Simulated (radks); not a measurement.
Results of a calculation; reference values are marked as such.
Sm33+, configuration [Ne] 3s2 3p5.5 3d10 4s1 4p0.5 (fractional occupations, a model configuration). Level of theory: scalar-relativistic Kohn-Sham, PBE, spin-polarised, spherical densities, finite nucleus; open shells are filled with parallel spins first (spin-orbit coupling, left out, can overturn this in heavy ions); Fermi nuclear charge, rms radius 5.0819 fm (a radial shooting solver on a logarithmic mesh with Libxc functionals).

Local quantities along the radius. ELF = 1/(1 + alpha^2) is the electron localisation function; alpha = (tau - tau_W)/tau_unif compares the Pauli kinetic energy density with that of the uniform gas (summed over spins). tau is taken from the large components.

r (bohr),ELF,alpha
0.0009127,0.999,0.02286
0.00116,0.999,0.02314
0.001475,0.999,0.02386
0.00189,0.999,0.02521
0.002403,0.999,0.02731
0.003055,0.999,0.03053
0.003883,0.999,0.03546
0.004936,0.998,0.04311
0.006275,0.997,0.05541
0.008042,0.994,0.07712
0.01022,0.987,0.1153
0.013,0.965,0.1893
0.01652,0.896,0.3411
0.021,0.703,0.6503
0.0267,0.431,1.149
0.03394,0.318,1.463
0.04349,0.435,1.139
0.05529,0.657,0.7218
0.07029,0.753,0.5721
0.08936,0.653,0.7291
0.1136,0.393,1.244
0.1444,0.364,1.323
0.1851,0.629,0.7672
0.2352,0.770,0.5471
0.2991,0.691,0.6684
0.3802,0.335,1.409
0.4833,0.253,1.720
0.6144,0.625,0.7744
0.7873,0.615,0.7914
1.001,0.102,2.975
1.272,0.001,30.81

On this mesh the ELF has minima near r = 0.034, 0.13, 0.43 bohr, which separate the shells, and maxima near 0.070 (0.75), 0.24 (0.77), 0.69 (0.70).
